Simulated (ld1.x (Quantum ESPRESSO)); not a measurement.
Scattering properties, PAW potential for H

* Element: hydrogen (H)
* Generator: ld1.x (Quantum ESPRESSO) 7.5
* Type: PAW
* Functional: PBE
* Relativity: scalar-relativistic
* Frozen core: none
* Valence charge: 1
* Reference configuration: 1s1
* Partial waves: 1s (bound): rcut 1.05, rcutus 1.30 bohr; 1s channel at 1.35 Ry: rcut 1.05, rcutus 1.30 bohr; 2p channel at 0.3 Ry: rcut 0.85, rcutus 0.95 bohr
* Local potential: all-electron potential smoothed inside 0.95 bohr (lloc = -1)
* Core correction: none
* Augmentation charge: PSQ, inside the norm-conserving radii

The phase is arctan(r·u′/u) with u = r·R(r), unwrapped; energies in Ry, scanned from -2 to 5 Ry. A pole is an energy at which the radial function vanishes at the test radius. The pseudo phase is shifted by a multiple of π to meet the all-electron one at the reference energy, and phase errors are pseudo minus all-electron; the curves can meet again beyond the range given. Levels narrower than the energy grid can be missing from the lists of poles.

Problem. For each channel, where are the poles, and over which energies does the pseudopotential scatter like the atom?

Solution.

```csv
channel,radius (bohr),reference energy (Ry),"poles, all-electron","poles, pseudo",unbroken range about the reference energy with phases within 0.05 rad,phase error 1 Ry above the reference energy (rad)
s,1.39,-0.48,1.92,1.92,the whole range,+0.000
p,1.39,0.30,none,none,the whole range,+0.000
```

Phases in the p channel:

```tsv
E (Ry)	all-electron	pseudo
-2.00	1.161	1.161
-1.76	1.146	1.146
-1.52	1.130	1.130
-1.28	1.112	1.112
-1.04	1.093	1.093
-0.80	1.071	1.071
-0.56	1.046	1.046
-0.32	1.018	1.018
-0.08	0.986	0.986
0.16	0.950	0.950
0.40	0.907	0.907
0.64	0.858	0.858
0.88	0.799	0.799
1.12	0.730	0.730
1.36	0.648	0.648
1.60	0.548	0.548
1.84	0.429	0.430
2.08	0.289	0.289
2.32	0.126	0.127
2.56	-0.053	-0.052
2.80	-0.239	-0.239
3.04	-0.421	-0.420
3.28	-0.588	-0.587
3.52	-0.733	-0.732
3.76	-0.857	-0.856
4.00	-0.961	-0.960
4.24	-1.047	-1.046
4.48	-1.119	-1.119
4.72	-1.181	-1.179
4.96	-1.232	-1.232
```
